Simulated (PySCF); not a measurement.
Al(Cl)(Br)(NH2) (AlBrClH₂N), SMILES [NH2][Al]([Br])[Cl].

Geometry: PBE0-D3(BJ)/def2-SVP. The structure was generated by enumeration; whether it is a known compound was not checked. Other conformers were not sampled.

Two levels are set side by side: TDDFT-PBE/def2-SVPD (PySCF) and TDDFT-PBE0/def2-SVPD (PySCF). Vertical, same geometry. The lowest singlet is HOMO→LUMO 100 % with PBE and HOMO→LUMO 98 % with the other functional; states are paired by order. Differences are taken from unrounded values.

| quantity | TDDFT-PBE0 |
|---|---|
| lowest singlet excitation (eV) | 5.73 |
| lowest triplet excitation (TDA) (eV) | 5.36 |
| first bright state (f over 0.05) (eV) | 6.75 |
| its oscillator strength | 0.08 |

**Question.** What does TDDFT-PBE give, and how far is it from TDDFT-PBE0? (Estimate from the structure and the level; the computed values follow.)

**Answer.** 
```json
[
 {"quantity": "lowest singlet excitation (eV)", "TDDFT-PBE": "5.00", "TDDFT-PBE minus TDDFT-PBE0": "-0.73"},
 {"quantity": "lowest triplet excitation (TDA) (eV)", "TDDFT-PBE": "4.71", "TDDFT-PBE minus TDDFT-PBE0": "-0.66"},
 {"quantity": "first bright state (f over 0.05) (eV)", "TDDFT-PBE": "6.08", "TDDFT-PBE minus TDDFT-PBE0": "-0.67"},
 {"quantity": "its oscillator strength", "TDDFT-PBE": "0.06", "TDDFT-PBE minus TDDFT-PBE0": "-0.02"}
]
```

A lower first singlet is the usual sign of a functional without exact exchange. Differences between two approximate levels are no errors against the true value.

Rough cost on one machine, each run with all the roots and properties that it gave: TDDFT-PBE0 against TDDFT-PBE about 3 times.
